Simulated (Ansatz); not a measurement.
Input file for Ansatz (a program for electronic structure): R-CCSD(T)/def2-TZVPP on ClHPbS (SMILES [SH][Pb][Cl]), a point of a torsion scan. Elements past Kr take the def2 small-core potentials; no spin–orbit coupling. The run froze 19 orbitals, filled d shells among them.

Ansatz 0.2 input:
```yaml
crystal:
  periodic: [false, false, false]
  atoms:
    - {symbol: S, position_ang: [-1.52444755, 0.42864273, -0.15123948]}
    - {symbol: Pb, position_ang: [0.79652670, 1.21223153, -0.69675411]}
    - {symbol: Cl, position_ang: [2.05014416, -0.68340862, 0.33363302]}
    - {symbol: H, position_ang: [-1.23509319, -0.69397672, 0.47805058]}
basis:
  gaussian:
    orbitals: def2-TZVPP
magnetization: {spin_polarized: false}
correlation: {method: ccsd_t, electrons: outside_noble_gas}
scf: {lower_state_search: off}
```

It printed:

```
WARN ansatz: RAYON_NUM_THREADS=1 ignored (pool sized by the plan → 1); use --threads N
Functional definition: HF
these checks for a lower state are left out or cut short: stability, starts, cluster_reference, orbital_swaps, neighbouring_geometries, increment
integrals: 0.33 GiB planned
1049 factors; integrals over basis functions are off by at most 1.1e-3 eV
mean field: 0.46 GiB planned
mean field evaluation 1: about -28558.5351 eV, gradient 2.1e1 eV
mean field evaluation 2: about -28558.5612 eV, gradient 2.1e1 eV
mean field evaluation 4: about -28560.1857 eV, gradient 2.0e0 eV
mean field evaluation 8: about -28560.2205 eV, gradient 2.6e-1 eV
mean field evaluation 16: about -28560.2210 eV, gradient 1.9e-6 eV
mean field -28560.22103348 eV, -1049.5687641672 hartree, gradient 1.9e-6 eV, S^2 0.000000; 0 other end points of the search recorded, 0 dependent functions left out
19 core orbitals not correlated
reference -28560.22103348 eV, -1049.5687641672 hartree; 9, 9 occupied and 120, 120 virtual orbitals, 1049 factors
second order -11.97027689 eV of doubles, -0.00000000 eV of singles
coupled cluster: 0.72 GiB planned
cycle   1  -12.64936728 eV  change   -6.8e-1 eV  update   8.2e-2
cycle   2  -12.94048265 eV  change   -2.9e-1 eV  update   2.6e-2
cycle   3  -13.00805679 eV  change   -6.8e-2 eV  update   1.5e-2
cycle   4  -13.00122363 eV  change    6.8e-3 eV  update   4.8e-3
cycle   5  -12.99901188 eV  change    2.2e-3 eV  update   2.2e-3
cycle   6  -12.99908482 eV  change   -7.3e-5 eV  update   8.4e-4
cycle   7  -12.99909466 eV  change   -9.8e-6 eV  update   2.9e-4
cycle   8  -12.99914318 eV  change   -4.9e-5 eV  update   1.2e-4
cycle   9  -12.99914907 eV  change   -5.9e-6 eV  update   3.9e-5
cycle  10  -12.99913046 eV  change    1.9e-5 eV  update   1.8e-5
perturbative correction -0.60307028 eV, -0.0221624241 hartree
Total energy: -28573.82323422 eV, -1050.0686358244 hartree
Checks for a lower state left out: stability, starts, cluster_reference, orbital_swaps, neighbouring_geometries, increment
```

The run converged.

Cost: about 10 core-seconds (a rough figure).
